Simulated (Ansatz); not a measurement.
Start from `N[SiH](O)Br` and change one atom or group to get `O[SiH](O)Br`.

Ansatz, PBE0-D4/def2-TZVP geometries, multiplicity 1. Each molecule was computed in one conformer, which needn't be the lowest.

Scalar relativity is left out up to krypton.

| property | `N[SiH](O)Br` |
| --- | --- |
| LUMO energy (PBE0/def2-TZVPP) / eV | 0.67 |
| ideal-gas entropy at 298 K and 1 bar (rigid rotor, harmonic PBE0-D4/def2-TZVP) / J/(mol·K) | 334 |
| LUMO energy (PBE/def2-TZVPP) / eV | -0.19 |
| HOMO–LUMO gap (PBE/def2-TZVPP) / eV | 6.33 |
| LUMO energy (B3LYP/def2-TZVPP) / eV | 0.31 |
| HOMO–LUMO gap (ωB97M-V/def2-TZVPP) / eV | 12.46 |

**Question.** What does the change do to each property? (An estimate is asked.)

**Answer.** Ansatz gave: 
```
                                                                                  property  `O[SiH](O)Br`  shift
                                                        LUMO energy (PBE0/def2-TZVPP) / eV           0.57  -0.10
ideal-gas entropy at 298 K and 1 bar (rigid rotor, harmonic PBE0-D4/def2-TZVP) / J/(mol·K)            330     -4
                                                         LUMO energy (PBE/def2-TZVPP) / eV          -0.35  -0.16
                                                       HOMO–LUMO gap (PBE/def2-TZVPP) / eV           6.92   0.59
                                                       LUMO energy (B3LYP/def2-TZVPP) / eV           0.20  -0.11
                                                   HOMO–LUMO gap (ωB97M-V/def2-TZVPP) / eV          12.94   0.48
```

With PBE0 the HOMO falls by 0.62 eV and the LUMO falls by 0.10 eV, so the gap widens by about 0.52 eV. PBE moves the HOMO by -0.74 eV and ωB97M-V by -0.49 eV. The zero-point energy changes by -31.6 kJ/mol with -3 modes.

B3LYP here is the variant with VWN-RPA as its local correlation; programs differ in this.

Spin–orbit coupling is left out; it splits and shifts lone-pair levels of the heavy atoms by tenths of an eV.
